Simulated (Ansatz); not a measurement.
```xyz
12

B     1.849    1.132   -0.205
O     1.575    0.030    0.519
Si    0.204   -0.407    1.347
S    -0.989   -1.755    0.249
C    -1.566   -0.639   -1.064
H     1.030    2.011   -0.299
H     2.917    1.204   -0.745
H     0.629   -1.117    2.572
H    -0.560    0.834    1.635
H    -2.315   -1.187   -1.635
H    -0.749   -0.362   -1.730
H    -2.026    0.255   -0.644
```

The species carries charge 0 and has multiplicity 1.

Q: List the B3LYP/def2-TZVPP orbital energies in eV (Ansatz). (An estimate is asked.)

A: Ansatz gave: Occupied: -2417.82, -1800.09, -521.17, -277.88, -215.84, -184.43, -160.40, -160.31, -160.20, -144.50, -99.85, -99.82, -99.78, -28.01, -21.52, -17.90, -15.95, -13.57, -12.26, -12.22, -12.01, -11.55, -11.05, -10.42, -9.49, -8.55, -8.32, -7.05. Lowest empty: -1.00, -0.03, 0.42, 0.59, 1.21, 1.72, 1.98, 2.21.

B3LYP here is the variant with VWN-RPA as its local correlation; programs differ in this.
